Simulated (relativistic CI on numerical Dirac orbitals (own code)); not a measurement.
**Pr LVI: computed level list**

Calculated at this level of theory: Dirac-Coulomb-Breit CI, KLI orbitals optimised for each configuration, a model potential for QED, unscaled Slater integrals (own radial code, finite nucleus).

Configuration list (outside the closed core 1s2): 2s², 2s2p, 2p², 2p3s, 2p3p, 2s3s, 2s3p, 2s3d, 2s4s, 2s4p, 2s4d, 2s4f, 3s², 3s3p, 3p². Levels of other configurations are missing.

```csv
No.,Configuration,Term,J,E (10³ cm⁻¹),%,Next component (%),Lifetime (s),jj configuration (%)
1,2s²,¹S,0,0.0,98,1 2p² ¹S,,closed (98)
2,2s2p,³P°,0,959.9,100,,,2s 2p1/2 (100)
3,2s2p,³P°,1,1171.2,74,26 ¹P°,3.59e-10,2s 2p1/2 (99)
4,2p²,³P,0,2766.5,70,29 ¹S,2.07e-11,2p1/2^2 (98)
5,2s2p,³P°,2,5300.0,100,,1.46e-09,2s 2p3/2 (100)
6,2s2p,¹P°,1,5870.0,74,26 ³P°,7.02e-13,2s 2p3/2 (99)
7,2p²,³P,1,6843.1,100,,9.21e-13,2p1/2 2p3/2 (100)
8,2p²,¹D,2,6978.3,64,36 ³P,1.07e-12,2p1/2 2p3/2 (100)
9,2p²,³P,2,11262.8,64,36 ¹D,5.16e-13,2p3/2^2 (100)
10,2p²,¹S,0,11693.9,70,30 ³P,4.14e-13,2p3/2^2 (100)
11,2s3s,³S,1,53066.9,100,,8.44e-15,2s 3s (100)
12,2s3s,¹S,0,53263.6,99,1 2p3p ¹S,1.30e-14,2s 3s (99)
13,2s3p,³P°,0,53532.7,100,,1.05e-12,2s 3p1/2 (100)
14,2s3p,³P°,1,53539.9,67,32 ¹P°,5.91e-15,2s 3p1/2 (99)
15,2p3s,³P°,1,54271.3,62,31 ¹P°,1.02e-14,2p1/2 3s (93)
16,2p3s,³P°,0,54282.6,100,,1.34e-14,2p1/2 3s (100)
17,2p3p,³D,1,54555.6,72,21 ¹P,2.44e-15,2p1/2 3p1/2 (96)
18,2s3p,³P°,2,54809.9,100,,9.96e-13,2s 3p3/2 (100)
19,2p3p,³P,0,54880.6,68,30 ¹S,3.61e-15,2p1/2 3p1/2 (99)
20,2s3p,¹P°,1,54882.6,65,29 ³P°,3.56e-15,2s 3p3/2 (94)
21,2s3d,³D,1,55040.2,96,2 2p3p ³D,1.77e-15,2s 3d3/2 (96)
22,2s3d,³D,2,55062.4,77,22 ¹D,1.35e-15,2s 3d3/2 (96)
23,2s3d,³D,3,55388.1,100,,1.48e-15,2s 3d5/2 (100)
24,2s3d,¹D,2,55496.3,76,21 ³D,1.62e-15,2s 3d5/2 (93)
25,2p3p,³P,1,55972.3,48,30 ³S,5.04e-15,2p1/2 3p3/2 (100)
26,2p3p,³D,2,55993.5,52,29 ¹D,4.65e-15,2p1/2 3p3/2 (97)
27,2p3s,³P°,2,58686.6,100,,1.51e-14,2p3/2 3s (100)
28,2p3s,¹P°,1,58753.8,67,32 ³P°,8.58e-15,2p3/2 3s (100)
29,2p3p,³P,1,59098.6,52,26 ³S,3.90e-15,2p3/2 3p1/2 (100)
30,2p3p,³D,2,59115.2,46,34 ¹D,3.81e-15,2p3/2 3p1/2 (100)
31,2p3p,³D,3,60275.4,100,,5.10e-15,2p3/2 3p3/2 (100)
32,2p3p,¹P,1,60280.5,53,40 ³S,4.83e-15,2p3/2 3p3/2 (100)
33,2p3p,³P,2,60473.4,64,36 ¹D,4.51e-15,2p3/2 3p3/2 (100)
34,2p3p,¹S,0,60649.5,69,31 ³P,4.49e-15,2p3/2 3p3/2 (100)
35,2s4s,³S,1,71305.6,100,,1.45e-14,2s 4s (100)
36,2s4s,¹S,0,71377.2,100,,1.45e-14,2s 4s (100)
37,2s4p,³P°,0,71486.7,100,,2.53e-14,2s 4p1/2 (100)
38,2s4p,³P°,1,71491.4,68,32 ¹P°,8.97e-15,2s 4p1/2 (100)
39,2s4p,³P°,2,72020.5,100,,3.29e-14,2s 4p3/2 (100)
40,2s4p,¹P°,1,72036.0,68,32 ³P°,6.01e-15,2s 4p3/2 (100)
41,2s4d,³D,1,72108.5,100,,3.25e-15,2s 4d3/2 (100)
42,2s4d,³D,2,72122.8,74,26 ¹D,3.25e-15,2s 4d3/2 (98)
43,2s4d,³D,3,72263.9,100,,3.50e-15,2s 4d5/2 (100)
44,2s4d,¹D,2,72302.4,74,26 ³D,3.47e-15,2s 4d5/2 (98)
45,2s4f,³F°,2,72321.0,100,,7.05e-15,2s 4f5/2 (100)
46,2s4f,³F°,3,72322.2,63,37 ¹F°,7.07e-15,2s 4f5/2 (100)
47,2s4f,³F°,4,72394.5,100,,7.19e-15,2s 4f7/2 (100)
48,2s4f,¹F°,3,72403.1,63,37 ³F°,7.24e-15,2s 4f7/2 (100)
```

Energies count from the lowest computed level; ° marks odd parity; lifetimes are radiative, by E1, M1, E2, M2 decay to levels of this space only; some are left blank where a channel outside the calculation adds to the decay or the decay crosses a small, uncertain gap. Filled j subshells are mostly left out of the jj labels.

The mean weight of the leading LS term, summed over parents, in these 48 levels is 80 %, and that of the leading jj configuration (from the same eigenvectors) 99 %, so jj coupling describes them better and the LS labels are nominal.

At this charge energies of transitions that change n are usually good to better than 1 %, and those within a shell (Δn = 0) to a few per cent.

LS names give the leading component of a level, which can be under half, so a name can repeat, a term be missing and a line seem to break the LS rules.
